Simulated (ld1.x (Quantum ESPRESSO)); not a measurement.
chromium (Cr) PAW: all-electron and pseudo phase curves

ld1.x (Quantum ESPRESSO) 7.5 input, shortened:

```
&input
   title='Cr', zed=24., rel=1, dft='PBE', iswitch=3,
   config='[Ar] 3d6 4s0 4p0'
 /
 &inputp
   pseudotype=3, lpaw=.true., tm=.true., lloc=-1, rcloc=4.30,
   nlcc=.true., new_core_ps=.true., rcore=1.40,
   which_augfun='BESSEL', rmatch_augfun=1.40
 /
6
4S  1  0   0.00   0.00  1.95  2.35  0.0
4S  1  0   0.00   0.35  1.95  2.35  0.0
4P  2  1   0.00   0.00  3.55  4.30  0.0
4P  2  1   0.00   5.05  3.55  4.30  0.0
3D  3  2   6.00   0.00  1.30  1.55  0.0
3D  3  2   0.00   1.75  1.30  1.55  0.0
 &test
   configts(1)='3d6 4s0 4p0'
 /
```

The phase is arctan(r·u′/u) with u = r·R(r), unwrapped; energies in Ry, scanned from -2 to 5 Ry. A pole is an energy at which the radial function vanishes at the test radius. The pseudo phase is shifted by a multiple of π to meet the all-electron one at the reference energy, and phase errors are pseudo minus all-electron; the curves can meet again beyond the range given. Levels narrower than the energy grid can be missing from the lists of poles.

Question: For each channel, where are the poles, and over which energies does the pseudopotential scatter like the atom?

Answer:

```json
{"channel": "s", "radius (bohr)": "4.67", "reference energy (Ry)": "-0.26", "poles, all-electron": "-0.04, 2.04", "poles, pseudo": "-0.04, 1.55, 3.11", "unbroken range about the reference energy with phases within 0.05 rad": "-0.7 to 0.7", "phase error 1 Ry above the reference energy (rad)": "-0.040"}
{"channel": "p", "radius (bohr)": "4.67", "reference energy (Ry)": "-0.06", "poles, all-electron": "0.39, 2.55", "poles, pseudo": "0.34, 2.04", "unbroken range about the reference energy with phases within 0.05 rad": "below 0.4", "phase error 1 Ry above the reference energy (rad)": "-1.083"}
{"channel": "d", "radius (bohr)": "4.67", "reference energy (Ry)": "-0.10", "poles, all-electron": "-0.07, 1.20, 3.50", "poles, pseudo": "-0.07, 1.21, 3.70", "unbroken range about the reference energy with phases within 0.05 rad": "below 0.3", "phase error 1 Ry above the reference energy (rad)": "+0.010"}
```

The ghost test of this file was not conclusive. Its overlap operator is not positive definite in a basis up to 400 Ry (lowest eigenvalue s -0.11), so the file is unfit for use: the generalised eigenproblem breaks down once the basis is large enough, and its test numbers describe a broken file.

Phases in the p channel:

```
E (Ry)  all-electron  pseudo
 -2.00         1.413   1.413
 -1.76         1.402   1.401
 -1.52         1.388   1.386
 -1.28         1.369   1.367
 -1.04         1.343   1.340
 -0.80         1.302   1.299
 -0.56         1.230   1.225
 -0.32         1.050   1.043
 -0.08         0.033   0.030
  0.16        -1.334  -1.354
  0.40        -1.577  -1.623
  0.64        -1.699  -1.824
  0.88        -1.834  -2.473
  1.12        -2.146  -4.208
  1.36        -3.520  -4.523
  1.60        -4.349  -4.625
  1.84        -4.541  -4.680
  2.08        -4.624  -4.718
  2.32        -4.676  -4.750
  2.56        -4.714  -4.780
  2.80        -4.748  -4.812
  3.04        -4.783  -4.853
  3.28        -4.826  -4.912
  3.52        -4.892  -5.019
  3.76        -5.030  -5.302
  4.00        -5.571  -6.459
  4.24        -7.199  -7.387
  4.48        -7.588  -7.613
  4.72        -7.702  -7.705
  4.96        -7.757  -7.757
```
